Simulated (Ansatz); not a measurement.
Start from `N[SiH2][SiH](F)S` and change one atom or group to get `B[SiH](F)[SiH2]N`.

Ansatz, PBE0-D4/def2-TZVP geometries, multiplicity 1. Each molecule was computed in one conformer, which needn't be the lowest.

```tsv
property	`N[SiH2][SiH](F)S`
HOMO–LUMO gap (ωB97M-V/def2-TZVPP) / eV	10.65
HOMO energy (ωB97M-V/def2-TZVPP) / eV	-9.64
LUMO energy (PBE/def2-TZVPP) / eV	-1.51
size of the dipole moment (PBE/def2-TZVPP) / D	2.73
LUMO energy (PBE0/def2-TZVPP) / eV	-0.68
HOMO–LUMO gap (PBE0/def2-TZVPP) / eV	6.84
```

(1) Give the same properties after the change, and the shifts. (Estimate.)

Results:

(1) The calculation gave: 
```tsv
property	`B[SiH](F)[SiH2]N`	shift
HOMO–LUMO gap (ωB97M-V/def2-TZVPP) / eV	8.67	-1.98
HOMO energy (ωB97M-V/def2-TZVPP) / eV	-9.39	0.25
LUMO energy (PBE/def2-TZVPP) / eV	-3.54	-2.03
size of the dipole moment (PBE/def2-TZVPP) / D	2.14	-0.59
LUMO energy (PBE0/def2-TZVPP) / eV	-2.63	-1.95
HOMO–LUMO gap (PBE0/def2-TZVPP) / eV	4.65	-2.19
```

With PBE0 the HOMO rises by 0.25 eV and the LUMO falls by 1.95 eV, so the gap narrows by about 2.20 eV. PBE moves the HOMO by 0.23 eV and ωB97M-V by 0.25 eV. Dipoles are sizes alone; their direction can turn.
